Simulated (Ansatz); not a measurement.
H$_{7}$Ge$_{3}$ (SMILES [GeH3][GeH][GeH3]), doublet, at the geometry of the source list; WB97X/STO-3G (Ansatz, a program for electronic structure).

Here is a job for Ansatz.
Ansatz 0.2 input:
```yaml
crystal:
  periodic: [false, false, false]
  atoms:
    - {symbol: Ge, position_ang: [1.98490000, 0.32140000, 0.05310000]}
    - {symbol: Ge, position_ang: [0.00960000, -0.18090000, -1.31600000]}
    - {symbol: Ge, position_ang: [-2.01290000, -0.00240000, 0.07130000]}
    - {symbol: H, position_ang: [2.63090000, -0.85080000, 0.76190000]}
    - {symbol: H, position_ang: [1.73520000, 1.31720000, 1.16370000]}
    - {symbol: H, position_ang: [3.12890000, 0.94510000, -0.70680000]}
    - {symbol: H, position_ang: [0.13490000, -1.75990000, -1.31940000]}
    - {symbol: H, position_ang: [-2.72950000, -1.29130000, 0.39510000]}
    - {symbol: H, position_ang: [-3.10450000, 0.86120000, -0.52500000]}
    - {symbol: H, position_ang: [-1.77740000, 0.64030000, 1.42220000]}
basis:
  gaussian:
    orbitals: STO-3G
hamiltonian:
  xc: {name: wB97X}
magnetization: {spin_polarized: true, initial_magnetization: 1}
accuracy: high
```

Output, abridged:

```
Functional definition: wB97X
924 factors; integrals over basis functions are off by at most 7.4e-9 eV
256 factors; integrals over basis functions are off by at most 1.7e-9 eV
mean field evaluation 1: about -167716.3308 eV, gradient 1.3e1 eV
mean field evaluation 2: about -167717.6400 eV, gradient 5.9e0 eV
mean field evaluation 4: about -167717.9870 eV, gradient 6.3e-1 eV
mean field evaluation 8: about -167717.9326 eV, gradient 6.3e-2 eV
mean field evaluation 16: about -167717.9335 eV, gradient 5.0e-3 eV
mean field evaluation 32: about -167717.9335 eV, gradient 3.7e-6 eV
mean field -167717.93353112 eV, -6163.5203739701 hartree, gradient 7.6e-8 eV, S^2 0.751969; 6 other end points of the search recorded, 0 dependent functions left out
reference -167717.93352870 eV, -6163.5203738811 hartree; 52, 51 occupied and 9, 10 virtual orbitals, 924 factors
Total energy: -167717.93352870 eV, -6163.5203738811 hartree
```
